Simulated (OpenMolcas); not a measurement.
## Fe VI: effect of the IPEA shift

* Program: OpenMolcas
* Basis: ANO-RCC-VTZP [6s5p3d2f1g]
* Scalar Hamiltonian: DKH2, point nucleus
* Active space: 9 electrons in 8 orbitals (RAS1 3p, at most 2 holes; RAS2 3d)
* State averaging: 2S+1 = 4 even, 10 roots; 2S+1 = 2 even, 40 roots
* Spin-orbit coupling: state interaction with AMFI integrals over the reference wave functions, term energies averaged over their components

Methods on the same reference wave functions:
A. RASSCF
B. MS-RASPT2, IPEA 0 Eh, imaginary shift 0.1 Eh (closed shells correlated: 3s)
C. MS-RASPT2, IPEA 0.25 Eh, imaginary shift 0.1 Eh (closed shells correlated: 3s)

Energies in cm-1 above 3d3 4F 3/2, the measured ground level; measured values from Corliss and Sugar, J. Phys. Chem. Ref. Data 11, 135 (1982).

| Level | A | B | C | Measured |
| --- | --- | --- | --- | --- |
| 3d3 4F 3/2 | 0.0 | 0.0 | 0.0 | 0.0 |
| 3d3 4F 5/2 | 557 | 558 | 558 | 511 |
| 3d3 4F 7/2 | 1306 | 1307 | 1307 | 1188 |
| 3d3 4F 9/2 | 2223 | 2220 | 2220 | 2001 |
| 3d3 4P 1/2 | 21828 | 19390 | 19620 | 18738 |
| 3d3 4P 3/2 | 22000 | 19580 | 19810 | 18942 |
| 3d3 4P 5/2 | 22732 | 20290 | 20510 | 19611 |
| 3d3 2G 7/2 | 23888 | 20900 | 21350 | 20616 |
| 3d3 2G 9/2 | 24652 | 21650 | 22100 | 21315 |
| 3d3 2P 1/2 | 28518 | 27000 | 27410 | 26496 |
| 3d3 2P 3/2 [65 %] | 28549 | 26870 | 27290 | 26215 |
| 3d3 2D 3/2(1) [67 %] | 31356 | 29490 | 29940 | 28628 |
| 3d3 2D 5/2(1) | 31656 | 29530 | 30020 | 28484 |
| 3d3 2H 9/2 | 33184 | 29110 | 29480 | 28724 |
| 3d3 2H 11/2 | 33746 | 29660 | 30020 | 29203 |
| 3d3 2F 7/2 | 52848 | 47500 | 47910 | 46217 |
| 3d3 2F 5/2 | 53171 | 47820 | 48230 | 46604 |
| 3d3 2D 5/2(2) | 78467 | 74190 | 74490 | 71708 |
| 3d3 2D 3/2(2) | 78921 | 74550 | 74860 | 72049 |

Deviations, from unrounded energies. A percentage is the sum of absolute deviations over the sum of measured energies, with the sign that they share, or ± where signs differ.

```
                        Against measurement  Levels      A      B      C
             mean absolute deviation (cm-1)      18   3500    800   1100
      fine structure of the ground term (%)       3  +10.4  +10.4  +10.4
other terms of the ground configuration (%)      15  +12.3   +2.8   +3.9
```

B lies closest to measurement on these levels and A furthest from it. The largest miss of B in the table is 3d3 2D 3/2(2), by +2500 cm-1. The ranking rests on the paired levels alone, and a cruder setting can come out closer through cancelling errors.

Between B and C the level of the table that moves most is 3d3 2D 5/2(1), by 490 cm-1 (lowest in B, highest in C). Moves below CASPT2's spread within the term are not significant.

The mean deviations of B to C differ by less than CASPT2's widest spread within a term (1000 cm-1), so their order carries little weight.

From A to B the spin-free energies of the other terms of 3d3 shown, above 4F, scale by factors of 0.87 to 0.95, as is usual when dynamic correlation screens the repulsion within a d or f shell.

The lowest spin-free term lies below A's lowest term by 0.230 hartree in B, 0.227 hartree in C.

Term energies are means over components that CASPT2 splits; among the terms shown or strongly mixed into the levels shown the widest spread is 1000 cm-1 (3d3 4F, C). Active for correlation alone: 3p; no level in the range computed is led by a configuration that opens it, so any true level of that kind is missing. Without dynamic correlation excited terms often stand tens of per cent too high (terms of higher spin than the ground term too low), and those without a measured partner can miss by more than the paired ones (holds for A). The CASPT2 spread within a term exceeds the gap to the next term for 3d3 2D(1) and 3d3 2H, so the order of their levels is uncertain (holds for B; C). Measured partners are found by configuration, term and J. A level has none where our copy of the source lacks it or the pairing is in doubt (some pairs that miss far off the trend of their configuration count as doubtful), and it then counts in no deviation. Only configurations of the active space appear.

A share in square brackets marks a mixed level and gives the weight of the term that names it, the lowest over the columns. A number in round brackets counts repeated terms of one configuration in the order of the reference energies.
